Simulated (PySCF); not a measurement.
PySCF job for ethylene glycol cation (C₂H₆O₂), SMILES OCCO (connectivity only; charge and spin as stated), charge +1, multiplicity 2, C-PCM-B3LYP/def2-SVP. The structure is a stationary point at r2SCAN-D4/def2-SVP. The spin state was assumed, not searched. One conformer was computed; it need not be the lowest.

```python
import numpy as np
from pyscf import gto, scf, dft
from pyscf.solvent import pcm

mol = gto.M(
    atom='''
    O     1.54599941   -0.28223464    0.19740426
    C     0.72365536    0.69680062   -0.18224403
    C    -0.88372891    0.03235911   -0.51459414
    O    -1.44861909   -0.36590259    0.62092408
    H     2.06425619   -0.64775446   -0.54431294
    H     0.47769563    1.36325116    0.65681672
    H     0.94738811    1.19165109   -1.14184352
    H    -1.35952387    0.95047250   -0.89331773
    H    -0.67550345   -0.74357971   -1.26939056
    H    -1.27291379   -1.30390096    0.82645022
    ''',
    basis='def2-SVP',
    charge=1,
    spin=1,
    max_memory=1600,
    verbose=3,
)
mf = dft.UKS(mol, xc='b3lyp').density_fit(auxbasis='def2-universal-jkfit')
mf.grids.level = 3
mf.conv_tol = 1e-9
mf.max_cycle = 100
mf.kernel()
fine, coarse = mf.grids, dft.Grids(mol).set(level=1).build(with_non0tab=True)
for _ in range(3):  # follow internal instabilities
    mf.grids = coarse
    mo, _, stable, _ = mf.stability(return_status=True, nroots=4)
    mf.grids = fine
    if stable:
        break
    mf.kernel(mf.make_rdm1(mo, mf.mo_occ))
res = {}
for name, eps in {'water': 78.355, 'cyclohexanone': 15.619, 'dimethylsulfoxide': 46.826}.items():
    s = mf.PCM()
    s.with_solvent.method, s.with_solvent.eps, s.with_solvent.lebedev_order = 'C-PCM', eps, 29
    s.kernel(mf.make_rdm1())
    res[name] = (s.e_tot, eps, s.dip_moment(), s.mo_energy, s.converged)
    print(f'{name}: electrostatic solvation free energy {(s.e_tot - mf.e_tot) * 627.509474:.3f} kcal/mol')
```

Program output:

```

WARN: HOMO -0.276775332527348 >= LUMO -0.276775332527348

converged SCF energy = -229.739557687078  <S^2> = 0.75338262  2S+1 = 2.0033798
<class 'pyscf.df.df_jk.DFUKS'> wavefunction is stable in the internal stability analysis

WARN: PCM is an experimental feature. It is still in testing.
Features and APIs may be changed in the future.

converged SCF energy = -229.848154045419  <S^2> = 0.75323157  2S+1 = 2.003229

WARN: System has nonzero charge 1; the dipole moment is origin-dependent.
Location of origin: [0. 0. 0.]

Dipole moment(X, Y, Z, Debye):  1.08718, -0.94940, -2.99207
water: electrostatic solvation free energy -68.145 kcal/mol

WARN: PCM is an experimental feature. It is still in testing.
Features and APIs may be changed in the future.

converged SCF energy = -229.842440117421  <S^2> = 0.75323996  2S+1 = 2.0032373

WARN: System has nonzero charge 1; the dipole moment is origin-dependent.
Location of origin: [0. 0. 0.]

Dipole moment(X, Y, Z, Debye):  1.06951, -0.93698, -2.96246
cyclohexanone: electrostatic solvation free energy -64.560 kcal/mol

WARN: PCM is an experimental feature. It is still in testing.
Features and APIs may be changed in the future.

converged SCF energy = -229.847195529003  <S^2> = 0.75323298  2S+1 = 2.0032304

WARN: System has nonzero charge 1; the dipole moment is origin-dependent.
Location of origin: [0. 0. 0.]

Dipole moment(X, Y, Z, Debye):  1.08417, -0.94729, -2.98705
dimethylsulfoxide: electrostatic solvation free energy -67.544 kcal/mol
```

Self-consistency was reached.
